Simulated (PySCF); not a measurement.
Computed spin Hamiltonian

C₇H₈N (doublet state).
Geometry (GFN2-xTB, Å), atoms numbered from 1 in this order:
```xyz
16
C7H8N angstrom
C      2.845    0.570   -0.636
C      1.863    0.177   -0.078
C      0.639   -0.287    0.568
C      0.198   -1.622    0.029
C     -1.013   -1.539   -0.492
C     -1.560   -0.152   -0.366
N     -0.480    0.580    0.252
C     -0.695    1.754    0.948
H      3.713    0.915   -1.114
H      0.825   -0.330    1.657
H      0.836   -2.486    0.082
H     -1.579   -2.330   -0.950
H     -1.811    0.278   -1.347
H     -2.473   -0.129    0.247
H     -1.502    2.366    0.589
H      0.188    2.245    1.316
```

The hyperfine couplings belong to this conformer and change with its torsions.

The species is `C#C[C@@H]1C=CCN1[CH2]` [radical].

Level of theory: PySCF, UKS B3LYP, pcH-1 on C H N, non-relativistic, mean-field spin-orbit, GIAO. Geometry: GFN2-xTB, one conformer, isolated molecule. The geometry wasn't refined by DFT: couplings that depend on bond lengths, twists or pyramidal angles can differ widely from those at the functional's own minimum. Stability of the SCF solution: not tested.

| Item | Value |
| --- | --- |
| g1, g2, g3 | 2.00214, 2.00289, 2.00343 |
| g_iso | 2.00282 |
| Form of g | rhombic: the two nearest values differ by 42 % of g3 − g1 |
| ⟨S²⟩ | 0.7531 (exact 0.7500) |

Isotropic coupling and dipolar principal values T1 to T3, in MHz:

| atom | isotope | a_iso | T1 | T2 | T3 | Mulliken spin population |
| --- | --- | --- | --- | --- | --- | --- |
| C1 | 13C | 2.0 | -1.0 | 0.4 | 0.7 | 0.00 |
| C2 | 13C | 14.4 | -1.3 | -0.2 | 1.5 | 0.01 |
| C3 | 13C | -3.0 | -1.7 | -1.1 | 2.8 | -0.02 |
| C4 | 13C | -0.1 | -0.8 | -0.5 | 1.3 | 0.00 |
| C5 | 13C | 0.2 | -0.9 | -0.2 | 1.1 | 0.00 |
| C6 | 13C | -2.3 | -1.8 | -1.0 | 2.8 | -0.02 |
| N7 | 14N | 9.9 | -14.5 | -14.0 | 28.5 | 0.18 |
| C8 | 13C | 128.2 | -62.0 | -61.5 | 123.6 | 0.82 |
| H9 | 1H | 0.0 | -0.8 | -0.5 | 1.3 | 0.00 |
| H10 | 1H | 22.3 | -4.0 | -3.1 | 7.1 | 0.03 |
| H11 | 1H | -0.4 | -1.1 | -0.9 | 2.1 | 0.00 |
| H12 | 1H | -0.6 | -1.2 | -0.9 | 2.1 | 0.00 |
| H13 | 1H | 20.5 | -3.5 | -2.6 | 6.1 | 0.01 |
| H14 | 1H | 19.8 | -3.9 | -3.1 | 7.0 | 0.03 |
| H15 | 1H | -21.2 | -29.3 | -0.8 | 30.0 | -0.03 |
| H16 | 1H | -21.7 | -29.2 | -0.9 | 30.1 | -0.03 |

The Mulliken spin populations are largest on C8 (+0.82) and N7 (+0.18). The angles at C8 add up to 349.4°, so it is slightly pyramidal.

Axes: g2 points within 4° of the N7–C8 bond.

Under fast tumbling the dipolar parts average out, and these isotropic splittings remain: 1 × 1H (H10, I = 1/2, 2 lines) with 0.79 mT, 2 × 1H (H15/H16, I = 1/2, 3 lines) with 0.77 mT, 1 × 1H (H13, I = 1/2, 2 lines) with 0.73 mT, 1 × 1H (H14, I = 1/2, 2 lines) with 0.71 mT and 1 × 14N (N7, I = 1, 3 lines) with 0.35 mT.

Means are taken over nuclei equivalent by connectivity, which assumes that they swap fast.

The 13C coupling of C8 (128.2 MHz) shows only in satellite lines or after enrichment, since that isotope makes up about 1.07 % of natural carbon.

Time: 68 s (grids of density and orbitals included); peak memory 0.97 GiB. Hardware: one thread, Arm Neoverse V1 (aarch64), shared host with 32 logical CPUs at a one-minute load of 10.
